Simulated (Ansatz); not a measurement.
```yaml
crystal:
  periodic: [false, false, false]
  atoms:
    - {symbol: D, position_ang: [-1.066325, 0.053770, -0.690187]}
    - {symbol: O, position_ang: [0.157737, 0.533324, -0.954608]}
    - {symbol: Si, position_ang: [0.855084, -0.076477, 0.481594]}
    - {symbol: S, position_ang: [-1.078188, -0.757635, 0.988038]}
    - {symbol: H, position_ang: [-1.993838, 0.260455, -1.401677]}
    - {symbol: H, position_ang: [1.374866, 1.071647, 1.376294]}
    - {symbol: H, position_ang: [1.780722, -1.139285, 0.237818]}
basis:
  gaussian: {orbitals: 6-31G}
hamiltonian: {xc: {name: wB97M-V}}
```

```sh
$ ansatz run in.yaml --threads 2 --pin off --events-out ev --progress --plain --max-ram 4352MiB
```

Shortened log:

```
Error: YAML parse error: error: line 4 column 16: `D` is not an element symbol (H … Og, case-exact)
 --> <input>:4:16
2 |   periodic: [false, false, false]
3 |   atoms:
4 |     - {symbol: D, position_ang: [-1.066325, 0.053770, -0.690187]}
5 |     - {symbol: O, position_ang: [0.157737, 0.533324, -0.954608]}
6 |     - {symbol: Si, position_ang: [0.855084, -0.076477, 0.481594]}
```

Q: Something in this input is off. What?

A: An element symbol is wrong. The input was rejected before any iteration.
